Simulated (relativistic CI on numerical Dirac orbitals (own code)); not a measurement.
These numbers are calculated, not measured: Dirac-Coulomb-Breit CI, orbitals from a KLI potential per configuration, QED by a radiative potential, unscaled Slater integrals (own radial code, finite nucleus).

Configurations in the expansion (outside the closed core 1s2): 2s, 2p, 3s, 3p, 3d, 4s, 4p, 4d, 4f, 5s, 5p, 5d, 5f, 5g, 6s, 6p, 6d. Levels of other configurations are missing.

At this charge energies of transitions that change n are usually good to better than 1 %, and those within a shell (Δn = 0) to a few per cent.

Outline of the computed level scheme of Au LXXVII. Lowest level of each configuration: 2s ²S1/2 at 0.0 eV; 2p ²P°1/2 at 217.5 eV; 3s ²S1/2 at 12980.6 eV; 3p ²P°1/2 at 13038.7 eV; 3d ²D3/2 at 13656.5 eV; 4s ²S1/2 at 17412.6 eV; 4p ²P°1/2 at 17436.0 eV; 4d ²D3/2 at 17694.7 eV; 4f ²F°5/2 at 17765.5 eV.

Some strong electric-dipole decays among the lowest 15 levels: 3d ²D5/2 → 2p ²P°3/2 (2.2e+15 s⁻¹); 3d ²D3/2 → 2p ²P°1/2 (2.2e+15 s⁻¹); 3p ²P°1/2 → 2s ²S1/2 (1.0e+15 s⁻¹); 4d ²D3/2 → 2p ²P°1/2 (7.6e+14 s⁻¹); 4d ²D5/2 → 2p ²P°3/2 (7.3e+14 s⁻¹); 3p ²P°3/2 → 2s ²S1/2 (6.6e+14 s⁻¹); 4f ²F°7/2 → 3d ²D5/2 (4.8e+14 s⁻¹); 4f ²F°5/2 → 3d ²D3/2 (4.7e+14 s⁻¹).
